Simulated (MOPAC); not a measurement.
MOPAC input (PM6):

```
PM6 1SCF GEO-OK AUX(PRECISION=9) THREADS=1
Cl3FSi

F    -0.03138900 1    0.14495700 1    1.82106600 1
Si   -0.00423300 1    0.01954800 1    0.24558300 1
Cl    1.88985100 1   -0.41273100 1   -0.32593000 1
Cl   -0.60101200 1    1.78635400 1   -0.54391200 1
Cl   -1.26873600 1   -1.46646300 1   -0.29649600 1
```

Output:

```
 *******************************************************************************
 **                                                                           **
 **                              MOPAC v23.2.5                                **
 **                                                                           **
 *******************************************************************************
 ** MOPAC's Digital Object Identifier: https://doi.org/10.5281/zenodo.6511958 **
 **                                                                           **
 ** Please cite the open-source release paper for use of this MOPAC version:  **
 ** J. E. Moussa and J. J. P. Stewart (2026)                                  **
 ** MOPAC: An open-source semiempirical molecular orbital program             **
 ** J. Open Source Softw., 11(119), 8025, https://doi.org/10.21105/joss.08025 **
 *******************************************************************************

                              PM6 CALCULATION RESULTS

 *******************************************************************************
 *  PM6        - The PM6 Hamiltonian to be used
 *  GEO-OK     - OVERRIDE INTERATOMIC DISTANCE AND OTHER SAFETY CHECKS
 *  1SCF       - DO 1 SCF AND THEN STOP
 *  AUX        - OUTPUT AUXILIARY INFORMATION
 *******************************************************************************
PM6 1SCF GEO-OK AUX(PRECISION=9) THREADS=1
 Cl3FSi

   ATOM   CHEMICAL          X               Y               Z
  NUMBER   SYMBOL      (ANGSTROMS)     (ANGSTROMS)     (ANGSTROMS)

     1       F         -0.03138900  *   0.14495700  *   1.82106600  *
     2      Si         -0.00423300  *   0.01954800  *   0.24558300  *
     3      Cl          1.88985100  *  -0.41273100  *  -0.32593000  *
     4      Cl         -0.60101200  *   1.78635400  *  -0.54391200  *
     5      Cl         -1.26873600  *  -1.46646300  *  -0.29649600  *

          CARTESIAN COORDINATES

    NO.       ATOM           X           Y           Z

     1         F         -0.0314      0.1450      1.8211
     2        Si         -0.0042      0.0195      0.2456
     3        Cl          1.8899     -0.4127     -0.3259
     4        Cl         -0.6010      1.7864     -0.5439
     5        Cl         -1.2687     -1.4665     -0.2965

 General Reference for PM6:
 "Optimization of Parameters for Semiempirical Methods V: Modification of NDDO Approximations
 and Application to 70 Elements", J. J. P. Stewart, J. Mol. Mod., 13, 1173-1213 (2007)
 URL: https://link.springer.com/article/10.1007/s00894-007-0233-4

           Empirical Formula: F Si Cl3  =     5 atoms

      MOLECULAR POINT GROUP   :   C3v

      RHF CALCULATION, NO. OF DOUBLY OCCUPIED LEVELS = 16

 -------------------------------------------------------------------------------
 PM6 1SCF GEO-OK AUX(PRECISION=9) THREADS=1
 Cl3FSi

     1SCF WAS SPECIFIED, SO BFGS WAS NOT USED
     SCF FIELD WAS ACHIEVED

                              PM6 CALCULATION
                                                       MOPAC v23.2.5 Linux

          FINAL HEAT OF FORMATION =       -211.91697 KCAL/MOL =    -886.66061 KJ/MOL

          COSMO AREA              =        133.80 SQUARE ANGSTROMS
          COSMO VOLUME            =        126.37 CUBIC ANGSTROMS

          IONIZATION POTENTIAL    =         11.521974 EV
          HOMO LUMO ENERGIES (EV) =        -11.522 -1.041
          NO. OF FILLED LEVELS    =         16
          MOLECULAR WEIGHT        =        153.4429         POINT GROUP:  C3v

          MOLECULAR DIMENSIONS (Angstroms)

            Atom       Atom       Distance
           Cl     4   Cl     3     3.32985
           Cl     5    F     1     2.93458
           Cl     3   Cl     5     2.17874

          SCF CALCULATIONS        =          1

   ATOM   CHEMICAL          X               Y               Z
  NUMBER   SYMBOL      (ANGSTROMS)     (ANGSTROMS)     (ANGSTROMS)

     1       F         -0.03138900  *   0.14495700  *   1.82106600  *
     2      Si         -0.00423300  *   0.01954800  *   0.24558300  *
     3      Cl          1.88985100  *  -0.41273100  *  -0.32593000  *
     4      Cl         -0.60101200  *   1.78635400  *  -0.54391200  *
     5      Cl         -1.26873600  *  -1.46646300  *  -0.29649600  *

                             CARTESIAN COORDINATES

   1    F       -0.031389000     0.144957000     1.821066000
   2   Si       -0.004233000     0.019548000     0.245583000
   3   Cl        1.889851000    -0.412731000    -0.325930000
   4   Cl       -0.601012000     1.786354000    -0.543912000
   5   Cl       -1.268736000    -1.466463000    -0.296496000

           Empirical Formula: F Si Cl3  =     5 atoms

      MOLECULAR POINT GROUP   :   C3v

                  EIGENVALUES
 -41.37170 -26.80924 -26.38522 -26.38522 -18.76624 -16.46869 -16.46869 -15.61241
 -14.02105 -14.02105 -12.96947 -12.51845 -12.51845 -11.86222 -11.86222 -11.52197
  -1.04090  -0.01990  -0.01990   0.12015   0.63688   0.63688   1.33551   1.33551
   3.21021  86.55711  86.84216  87.14354  87.14355  87.62962  87.62963  87.63764
  88.12845  88.12846  88.31238  88.31239  88.49523  88.52456  88.52457  88.82510

              NET ATOMIC CHARGES AND DIPOLE CONTRIBUTIONS

  ATOM NO.   TYPE          CHARGE      No. of ELECS.   s-Pop       p-Pop       d-Pop
    1          F          -0.283547        7.2835     1.93134     5.35221
    2         Si           0.636405        3.3636     0.95593     1.24439     1.16327
    3         Cl          -0.117619        7.1176     1.99259     5.12266     0.00237
    4         Cl          -0.117620        7.1176     1.99259     5.12266     0.00237
    5         Cl          -0.117619        7.1176     1.99259     5.12266     0.00237
 DIPOLE           X         Y         Z       TOTAL
 POINT-CHG.     0.018    -0.085    -1.071     1.074
 HYBRID        -0.008     0.039     0.490     0.492
 SUM            0.010    -0.046    -0.580     0.582

          ATOMIC ORBITAL ELECTRON POPULATIONS

     Atom    s        px        py        pz      x^2-y^2     xz        z^2       yz        xy
    1  F   1.93134   1.86924   1.86771   1.61526
    2 Si   0.95593   0.44945   0.44883   0.34610   0.22568   0.19619   0.30282   0.20779   0.23079
    3 Cl   1.99259   1.45790   1.83858   1.82619   0.00075   0.00057   0.00038   0.00009   0.00058
    4 Cl   1.99259   1.82019   1.51253   1.78995   0.00064   0.00013   0.00038   0.00064   0.00058
    5 Cl   1.99259   1.68124   1.61116   1.83026   0.00053   0.00027   0.00038   0.00038   0.00082

 **********************
 *                    *
 * JOB ENDED NORMALLY *
 *                    *
 **********************

 == MOPAC DONE ==
```

The geometry given is a B3LYP-D3(BJ)/def2-TZVP minimum.
